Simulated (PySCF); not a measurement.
Start geometry of `[SiH3][Si](P)(P)Cl` from a GFN2-xTB structure with every atom displaced at random (by about 0.01 Å) (Å):
```
atom  x, y, z in Å
Si1   -0.9153   -1.5716    0.0046
Si2    0.2899    0.4089    0.5183
P3    -0.6799    2.3957   -0.0345
P4     2.4552    0.5834   -0.2558
Cl5    0.5052    0.4963    2.5560
H6    -1.5049   -1.4228   -1.3504
H7    -0.0689   -2.7349    0.0209
H8    -2.0247   -1.7475    0.9320
H9    -1.9248    2.0184    0.4096
H10   -0.9163    2.0223   -1.3255
H11    2.7360   -0.7328    0.0640
H12    2.0881    0.2564   -1.5482
```

What comes out of this run: PBE0-D3(BJ)/def2-SVP geometry optimisation, gas phase (PySCF 2.14.0)?

```
atom  x, y, z in Å
Si1   -0.896   -1.467    0.045
Si2    0.339    0.448    0.577
P3    -0.659    2.397   -0.001
P4     2.418    0.490   -0.318
Cl5    0.562    0.462    2.652
H6    -1.091   -1.513   -1.438
H7    -0.158   -2.691    0.480
H8    -2.232   -1.420    0.713
H9    -1.959    1.942    0.383
H10   -0.818    1.972   -1.360
H11    2.637   -0.903   -0.081
H12    1.910    0.271   -1.639
```

The energy falls by 25.2 kJ/mol over 11 energy and gradient evaluations, the largest force component goes from 0.0300 to 3.9e-04 Eh/bohr, and the atoms move by 0.245 Å rms after alignment. The bond that changes most is P3–H10 (three-coordinate phosphorus to P–H hydrogen), which lengthens by 0.068 Å. Bonds longer at the end by more than 0.005 Å: 8 of 11; shorter: 3. Among the angles that change most is P4–Si2–Cl5, from 103.4° to 107.1°. Among the dihedrals that turn most is H6–Si1–Si2–P4, from -84° to -62°. Rotational constants go from 1205, 1093, 1014 to 1167, 1109, 1058 MHz. The orientation of the end geometry is arbitrary; only internal coordinates are fixed.

The run used 125 basis functions and 65 SCF cycles in all.

Whether it is a minimum is left open (no frequencies). The numbers are those of one conformer.
